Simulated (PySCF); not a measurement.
## Trend along the fourth-period p block: MCs molecules

CCSD(T) with double-zeta basis sets in PySCF, for the lowest determinant that a PBE0 search found; no spin–orbit coupling. De refers to high-spin ground-configuration atoms.

```tsv
M	basis	reference, frozen orbitals	state (unpaired electrons)	Re (Å)	ωe (cm⁻¹)	De (eV)
Ge	def2-SVP	UHF, 9	quartet (σ ↑, π ↑↑)	3.443	113	1.37
Se	def2-SVP	UHF, 9	doublet (π ↑)	3.301	138	2.02
Br	def2-SVP	RHF, 9	singlet (closed shell)	3.172	153	3.59
```

The shortest bond is that of CsBr (3.172 Å), the longest that of CsGe (3.443 Å). CsBr is bound most strongly (3.59 eV) and CsGe least (1.37 eV).

The state changes along the series, so neighbouring rows are not always alike in their bonding.

Correlated steps freeze 9 core orbitals. Correlated levels converge slowly with the basis: in double zeta they bind strong bonds too weakly, by up to about 1 eV, and carry superposition errors of some tenths. These are scalar-relativistic numbers at best; spin–orbit coupling would shift them, the dissociation energy most. Where the molecule has an RHF reference, its open-shell atoms are computed with UHF. States were picked by a PBE0 search and need not be the measured ground states.
